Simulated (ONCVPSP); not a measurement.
# Transferability test, ONCV potential for gallium (Ga)

gallium, optimised norm-conserving Vanderbilt (ONCV), made with ONCVPSP 4.0.1 (PBEsol, fully relativistic). Core [Ne], reference 3s2 3p6 3d10 4s1.75 4p1.25. Waves: 3s+4s: rc 1.05 bohr, ncon 5, nbas 9, qcut 9.2 1/bohr, 2 projectors; 3p+4p: rc 1.05 bohr, ncon 4, nbas 9, qcut 13.1 1/bohr, 2 projectors; 3d: rc 0.95 bohr, ncon 4, nbas 9, qcut 18.1 1/bohr, 1 projector. Local part: polynomial inside 0.80 bohr (lpopt 4, dvloc0 0 Ha). Core correction: none.

Open shells are filled in proportion to 2j + 1.

Energies are relative to the spin-unpolarised reference configuration 3s2 3p6 3d10 4s1.75 4p1.25; without spin polarisation the order of configurations can differ from experiment.

```csv
valence configuration,charge,ΔE all-electron (eV),error AE − PS (meV)
3s2 3p6 3d10 4s2 4p1,0,-1.608,0.0
3s2 3p6 3d10 4s2 4p0,+1,4.074,+0.4
3s2 3p6 3d9 4s2 4p2,0,18.710,+8.7
```

Q: What are ΔE and the potential's error for 3s2 3p6 3d10 4s1 4p0?

A: ΔE = 25.210 eV all-electron; the error (AE − PS) is +1.9 meV.
